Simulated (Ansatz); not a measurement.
`Cc1ccc[nH]1` + `CO[SiH2]N` → `CN[SiH2]OC` + `c1cc[nH]c1`  (substitution at a C–C bond)

Isolated molecules relaxed with PBE0-D4/def2-TZVP in Ansatz; ΔE leaves out vibrations. CBS: MP2 limit from def2 TZ/QZ plus the TZ coupled-cluster correction, frozen cores. This one scheme is used for every species. DFT in def2-TZVPP. B3LYP here is the variant with VWN-RPA as its local correlation; programs differ in this. Each species was taken in one conformer, which may not be the lowest.

Q: Is it downhill or uphill in electronic energy at CCSD(T)/CBS, and by how much? (Estimate.)

A: The calculation gave: Uphill: ΔE = +0.55 eV.

Q: What do these levels give: r2SCAN, B3LYP, CCSD/def2-TZVPP, HF/def2-QZVPP, MP2/def2-QZVPP, CCSD/CBS(def2)? (Estimate.)

A: Computed: r2SCAN 0.56, B3LYP 0.52, CCSD/def2-TZVPP 0.54, HF/def2-QZVPP 0.52, MP2/def2-QZVPP 0.59, CCSD/CBS(def2) 0.55 eV.

Largest T1 diagnostic among the species: 0.011.
